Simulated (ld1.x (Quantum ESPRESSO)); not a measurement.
# Reading a pseudo-wave (La (Z = 57))

Columns: radius, all-electron u(r) and pseudo u(r) of the 5p shell (level -25.17 eV) of lanthanum in the configuration [Kr] 4d10 5s2 4f0 5p6 5d1 6s1.5 6p0; PBE, scalar-relativistic, TM scheme, ld1.x (Quantum ESPRESSO) 7.5.

```csv
r (bohr),all-electron,pseudo
0.170,-0.2577,-0.0209
0.340,0.0538,-0.0817
0.510,0.4420,-0.1772
0.680,0.3135,-0.2990
0.850,-0.0495,-0.4354
1.020,-0.4054,-0.5723
1.190,-0.6620,-0.6939
1.360,-0.8096,-0.7848
1.530,-0.8665,-0.8338
1.700,-0.8584,-0.8371
1.870,-0.8088,-0.7997
2.040,-0.7361,-0.7338
2.210,-0.6535,-0.6533
2.380,-0.5697,-0.5697
2.550,-0.4898,-0.4898
2.720,-0.4167,-0.4167
2.890,-0.3517,-0.3517
3.060,-0.2948,-0.2948
3.230,-0.2460,-0.2460
3.400,-0.2044,-0.2044
3.570,-0.1692,-0.1692
3.740,-0.1397,-0.1397
3.910,-0.1151,-0.1151
4.080,-0.0945,-0.0945
4.250,-0.0775,-0.0775
4.420,-0.0634,-0.0634
```

Q: How many radial nodes do the two functions have?

A: The all-electron 5p function has n − l − 1 = 3 (the table is too coarse to show those close to the nucleus); the pseudo-wave has 0, since the states of the same l below it are removed with the core.

Q: At about which radius was the pseudo-wave matched?

A: 2.50 bohr. The columns agree to 0.0005 from 2.21 bohr on; several derivatives are matched, so the curves merge somewhat inside the radius.

Q: Where does each function peak?

A: Outermost all-electron maximum near 1.53 bohr, pseudo maximum near 1.70 bohr (to the table’s step).

Q: Is the pseudo-wave norm-conserving?

A: Yes: the TM scheme keeps the norm inside the radius equal to the all-electron one, which fixes the energy derivative of the logarithmic derivative at the level.
